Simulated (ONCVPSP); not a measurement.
**Before and after: ONCV potential for Pt (Z = 78)**

ONCVPSP 4.0.1 input, shortened (lines: element, Z, core and valence counts, functional; n l f; lmax; l rc ep ncon nbas qcut; lloc lpopt rc5 dvloc0; l nproj debl; icmod fcfact rcfact), PBEsol, non-relativistic:

```
  Pt 78.00   10    4  -116133      upf
    1    0    2.00
    2    0    2.00
    2    1    6.00
    3    0    2.00
    3    1    6.00
    3    2   10.00
    4    0    2.00
    4    1    6.00
    4    2   10.00
    4    3   14.00
    5    0    2.00
    5    1    6.00
    5    2    9.00
    6    0    1.00
    2
    0    1.85    0.00    4    7    5.60
    1    1.85    0.00    3    6    6.70
    2    2.30    0.00    4    9    8.00
    1    5    1.85    0.00
    0    2    0.80
    1    0    2.80
    2    1    2.30
    0    0.00    0.00
```

All-electron outer shells of the reference configuration (PBEsol, non-relativistic, ld1.x):

```json
{"shell": "4f", "level (eV)": "-82.29", "outermost node (bohr)": "–", "outermost maximum (bohr)": "0.38"}
{"shell": "5s", "level (eV)": "-80.06", "outermost node (bohr)": "0.54", "outermost maximum (bohr)": "0.96"}
{"shell": "5p", "level (eV)": "-51.05", "outermost node (bohr)": "0.55", "outermost maximum (bohr)": "1.02"}
{"shell": "5d", "level (eV)": "-7.24", "outermost node (bohr)": "0.58", "outermost maximum (bohr)": "1.24"}
{"shell": "6s", "level (eV)": "-4.12", "outermost node (bohr)": "1.27", "outermost maximum (bohr)": "2.73"}
```

Change: all radii scaled by about 0.82 (s 1.52, p 1.52, d 1.90 bohr).

Cutoffs: the cutoffs (Ha) at which the residual kinetic energy of the hardest occupied pseudo-wave falls to 1 and 0.1 mHa per electron; they do not see the model core or the augmentation charge, which bear on the density cutoff. Errors are all-electron minus pseudo energies relative to the spin-unpolarised reference configuration.

Task: Predict the effect on cutoff, ghosts and configuration errors.

Result: The potential gets harder (18 Ha and 22 Ha → 42 Ha and 55 Ha); of the 4 tests that both files solve, the error grows in 0 and shrinks in 2 by more than 15 % and 0.3 meV (median size 17.2 → 13.6 meV); neither file shows a bound ghost. A smaller radius makes the pseudo-wave follow the all-electron one further in, where it bends more sharply, so more plane waves are needed.

```csv
quantity,base,changed
"cutoff, loose",18 Ha,42 Ha
"cutoff, tight",22 Ha,55 Ha
loose cutoff by channel,"s 12 Ha, p 14 Ha, d 18 Ha","s 42 Ha, p 13 Ha, d 20 Ha"
bound ghosts,none,none
GHOST(+) flags under 300 eV,none,none
"error for 5s2 5p6 5d9 6s0, meV [ΔE 7.19 eV]",-0.6,-0.4
"error for 5s2 5p6 5d8 6s0, meV [ΔE 27.79 eV]",+34,+27
"error for 5s2 5p6 5d7 6s0, meV [ΔE 60.91 eV]",+155,+127
"error for 5s2 5p6 5d9 6s0.5, meV [ΔE 2.81 eV]",-0.1,-0.1
```
